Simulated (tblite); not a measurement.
Species: C₅H₁₁N₂PSi.
Geometry (GFN2-xTB, Å), atoms numbered from 1 in this order:
```
atom  x, y, z in Å
C1    -1.0600    1.3558    1.3357
C2    -0.5995    0.6647    0.0635
C3    -1.2975   -0.6827   -0.1712
C4    -1.2492   -1.4891    1.0226
N5    -1.2079   -2.1499    1.9551
C6    -0.5431   -1.4214   -1.2867
N7     0.8598   -1.1242   -1.1225
Si8    1.2303    0.1378   -0.0261
P9     2.5549    1.6644   -0.9938
H10   -2.1334    1.5459    1.3125
H11   -0.8436    0.7446    2.2093
H12   -0.5488    2.3097    1.4484
H13   -0.8367    1.3089   -0.7897
H14   -2.3524   -0.5506   -0.4407
H15   -0.7236   -2.5011   -1.2232
H16   -0.9009   -1.0724   -2.2650
H17    1.4879   -1.6717   -1.6831
H18    1.7045   -0.3504    1.2831
H19    2.7566    2.3795    0.1711
H20    3.6974    0.9130   -0.8024
```

Computed with GFN2-xTB (tblite): harmonic, unscaled wavenumbers at the GFN2-xTB geometry, gas phase. Against measured fundamentals such values can be off by several per cent, at times by over 20. Modes of hydrogen on phosphorus and silicon can be 10 to 20 % off. One conformer, not necessarily the lowest.

Harmonic wavenumbers (cm⁻¹): 44.8, 76.5, 85.8, 89.6, 137.8, 148.4, 203.5, 224.4, 257.3, 282.3, 334.2, 399.6, 458.5, 508.6, 575.7, 610.2, 652.1, 660.8, 685.3, 701.6, 727.5, 860.4, 863.3, 936.3, 1001.2, 1010.7, 1031.2, 1116.4, 1123.5, 1131.4, 1147.1, 1168.2, 1190.8, 1225.6, 1264.1, 1288.8, 1318.3, 1355.9, 1421.5, 1492.7, 1503.5, 1508.2, 2144.3, 2319.0, 2401.7, 2406.6, 2869.9, 2909.5, 2919.7, 2926.7, 3000.6, 3028.6, 3037.6, 3502.5.

A = 2036, B = 789.6, C = 682.8 MHz; mass 158.043 u (most abundant isotopes); point group C1, symmetry number 1.

Zero-point energy?

Half the sum of the wavenumbers: 33145 cm⁻¹ = 396.51 kJ/mol.

What is S at 200 K and 1 bar for an ideal gas of classical rigid rotors and harmonic oscillators?

Translation 163.70, rotation 120.79, vibration 102.40: S = 386.9 J/(mol K).

And Cp and H(200 K) − H(0)?

Cp = 138.93 J/(mol K), of which vibrations give 105.67 (their classical limit is 54 R = 449.0); H(200 K) − H(0) = 17.75 kJ/mol without the zero-point energy, 11.10 from vibrations.

What must be added to the electronic energy to get the Gibbs energy at 200 K and 1 bar?

ZPE + [H(200 K) − H(0)] − T·S = 396.51 + 17.75 − 77.38 = 336.88 kJ/mol.

Blend soft modes into free rotors: weight 1/[1 + (100 cm⁻¹/ν̃)⁴] for the oscillator and the rest for a rotor with moment μB/(μ + B), μ = h/(8π²ν), B = 10⁻⁴⁴ kg m². What vibrational entropy results?

95.52 J/(mol K) in place of 102.40, which changes −T·S at 200 K by +1.38 kJ/mol.

How do the functions run with temperature in this model?

| T (K) | S (J/(mol K)) | Cp (J/(mol K)) | H − H(0) (kJ/mol) | G − H(0) (kJ/mol) | ln q(vib) |
| --- | --- | --- | --- | --- | --- |
| 50 | 255.2 | 62.8 | 2.23 | -10.52 | 0.65 |
| 100 | 308.4 | 92.3 | 6.15 | -24.68 | 2.24 |
| 298.15 | 450.8 | 184.0 | 33.60 | -100.80 | 8.85 |
| 373.15 | 495.6 | 216.5 | 48.64 | -136.31 | 11.22 |
| 500 | 565.7 | 263.2 | 79.18 | -203.70 | 15.12 |
| 750 | 685.7 | 328.1 | 153.70 | -360.60 | 22.32 |
| 1000 | 786.3 | 370.4 | 241.38 | -544.95 | 28.89 |

q(vib) and H(0) count from the zero-point level.

Hindered rotation and anharmonicity are outside this model. Other conformers, if any are populated, would add a mixing term that is left out. The structure is chiral; the term R ln 2 for an equal mix with its mirror image is left out.
